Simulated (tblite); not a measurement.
Species: C4H7B2F2P.
SMILES with atom numbers: `[CH3:1][C:2]#[C:3][B:4]([PH2:5])[CH2:6][B:7]([F:8])[F:9]` (hydrogens: H10, H11, H12 on C1; H13, H14 on P5; H15, H16 on C6)

Computed with GFN2-xTB (tblite), gas phase: L-BFGS steps from a force-field or distance-geometry start until the largest atomic force falls under 0.01 eV/Å.

Step 62: E = -724.0619 eV
```
atom  x, y, z in Å  |  force x, y, z in eV/Å
C1      3.4358   -0.4760    0.2277    0.006  -0.014  -0.007
C2      2.0104   -0.2642    0.1866    0.004   0.012   0.027
C3      0.8149   -0.0749    0.1563    0.008   0.016   0.016
B4     -0.6072    0.3792    0.1914    0.018   0.017  -0.011
P5     -0.9890    1.8265    1.3615   -0.033   0.039  -0.038
C6     -1.7692   -0.3264   -0.6401    0.020  -0.010  -0.031
B7     -2.6887   -1.1193    0.3507   -0.053  -0.018   0.012
F8     -3.6168   -0.5222    1.0775    0.010  -0.030   0.006
F9     -2.6067   -2.4207    0.5632    0.033   0.055  -0.011
H10     3.6573   -1.5032    0.5148   -0.006  -0.021  -0.010
H11     3.8636   -0.2855   -0.7561    0.006  -0.020  -0.023
H12     3.8934    0.2025    0.9484   -0.006  -0.013   0.000
H13    -1.8110    2.5555    0.5188   -0.029   0.000   0.032
H14     0.1408    2.5759    1.0814    0.006   0.028   0.032
H15    -1.3604   -0.9839   -1.4055   -0.009   0.003   0.002
H16    -2.3750    0.4457   -1.1204    0.023  -0.047   0.003
```

Step 63: E = -724.0626 eV
```
atom  x, y, z in Å  |  force x, y, z in eV/Å
C1      3.4354   -0.4796    0.2272    0.014  -0.013  -0.006
C2      2.0112   -0.2610    0.1847   -0.004   0.013   0.034
C3      0.8161   -0.0687    0.1533    0.011   0.015   0.029
B4     -0.6067    0.3825    0.1931    0.012   0.030  -0.020
P5     -0.9918    1.8289    1.3650   -0.031   0.043  -0.062
C6     -1.7668   -0.3249   -0.6398    0.001  -0.024  -0.011
B7     -2.6865   -1.1209    0.3491   -0.036  -0.006   0.024
F8     -3.6166   -0.5239    1.0736    0.001  -0.031   0.008
F9     -2.6006   -2.4211    0.5668    0.033   0.055  -0.019
H10     3.6522   -1.5074    0.5146   -0.010  -0.033  -0.012
H11     3.8651   -0.2907   -0.7555    0.010  -0.021  -0.043
H12     3.8982    0.1953    0.9476   -0.015   0.002   0.013
H13    -1.8179    2.5548    0.5222   -0.027  -0.012   0.042
H14     0.1334    2.5830    1.0780    0.010   0.023   0.039
H15    -1.3555   -0.9815   -1.4041   -0.005   0.000  -0.013
H16    -2.3768    0.4441   -1.1196    0.036  -0.041  -0.001
```

Step 64: E = -724.0638 eV
```
atom  x, y, z in Å  |  force x, y, z in eV/Å
C1      3.4359   -0.4864    0.2265    0.019  -0.011  -0.008
C2      2.0137   -0.2555    0.1815   -0.014   0.012   0.041
C3      0.8194   -0.0577    0.1467    0.017   0.017   0.050
B4     -0.6050    0.3890    0.1945    0.001   0.041  -0.030
P5     -0.9969    1.8334    1.3696   -0.021   0.035  -0.087
C6     -1.7635   -0.3220   -0.6385   -0.016  -0.039   0.027
B7     -2.6841   -1.1227    0.3471    0.010   0.015   0.039
F8     -3.6185   -0.5284    1.0672   -0.019  -0.030   0.012
F9     -2.5875   -2.4205    0.5723    0.025   0.041  -0.025
H10     3.6435   -1.5159    0.5144   -0.016  -0.040  -0.018
H11     3.8690   -0.3009   -0.7551    0.012  -0.025  -0.056
H12     3.9068    0.1824    0.9470   -0.029   0.016   0.021
H13    -1.8323    2.5511    0.5281   -0.029  -0.019   0.048
H14     0.1191    2.5976    1.0729    0.014   0.018   0.045
H15    -1.3489   -0.9773   -1.4007    0.004  -0.010  -0.043
H16    -2.3785    0.4428   -1.1173    0.042  -0.021  -0.016
```

Step 65: E = -724.0652 eV
```
atom  x, y, z in Å  |  force x, y, z in eV/Å
C1      3.4375   -0.4945    0.2253    0.014  -0.008  -0.010
C2      2.0173   -0.2487    0.1785   -0.014   0.005   0.041
C3      0.8238   -0.0452    0.1398    0.017   0.022   0.069
B4     -0.6023    0.3976    0.1945   -0.008   0.042  -0.034
P5     -1.0029    1.8389    1.3727   -0.008   0.016  -0.097
C6     -1.7604   -0.3189   -0.6362   -0.017  -0.045   0.054
B7     -2.6816   -1.1242    0.3455    0.060   0.043   0.051
F8     -3.6222   -0.5348    1.0607   -0.040  -0.028   0.016
F9     -2.5713   -2.4191    0.5776    0.013   0.015  -0.024
H10     3.6333   -1.5265    0.5138   -0.022  -0.033  -0.025
H11     3.8741   -0.3136   -0.7558    0.008  -0.028  -0.048
H12     3.9165    0.1677    0.9468   -0.041   0.020   0.017
H13    -1.8501    2.5457    0.5347   -0.034  -0.016   0.045
H14     0.1022    2.6162    1.0696    0.017   0.015   0.044
H15    -1.3426   -0.9737   -1.3961    0.011  -0.018  -0.069
H16    -2.3790    0.4421   -1.1153    0.045  -0.004  -0.031
```

Problem. Estimate the geometry and energy of step 66. (The exact step hangs on the optimiser's Hessian estimate; all steps are aligned on step 65, rigid shifts and turns removed.)

Solution. E = -724.0674 eV, largest force 0.150 eV/Å
```
atom  x, y, z in Å  |  force x, y, z in eV/Å
C1      3.4396   -0.5062    0.2232   -0.002  -0.006  -0.010
C2      2.0224   -0.2381    0.1756   -0.007  -0.011   0.031
C3      0.8302   -0.0266    0.1324    0.013   0.026   0.084
B4     -0.5983    0.4113    0.1928   -0.016   0.034  -0.029
P5     -1.0112    1.8465    1.3748    0.010  -0.011  -0.089
C6     -1.7564   -0.3146   -0.6329    0.002  -0.043   0.068
B7     -2.6773   -1.1258    0.3447    0.114   0.078   0.058
F8     -3.6279   -0.5453    1.0529   -0.062  -0.025   0.021
F9     -2.5473   -2.4167    0.5841   -0.001  -0.019  -0.017
H10     3.6173   -1.5423    0.5119   -0.026  -0.010  -0.034
H11     3.8808   -0.3327   -0.7582   -0.007  -0.028  -0.022
H12     3.9296    0.1468    0.9465   -0.050   0.016   0.002
H13    -1.8763    2.5376    0.5438   -0.041   0.002   0.034
H14     0.0785    2.6441    1.0686    0.015   0.010   0.036
H15    -1.3338   -0.9703   -1.3887    0.015  -0.021  -0.091
H16    -2.3776    0.4413   -1.1155    0.043   0.009  -0.040
```

The energy changes by -0.0022 eV. The first-order estimate −F·Δx gives -0.0029 eV and the mean of the old and new forces, exact on a quadratic surface, -0.0022 eV. The step makes an angle of 81° with the force vector and moves no atom by more than 0.037 Å.

The cost below is that of the whole relaxation. Hardware: one thread, Intel Xeon at 2.50 GHz (x86_64), shared host with 64 logical CPUs at a one-minute load of 64. Cost: 4.4 s.
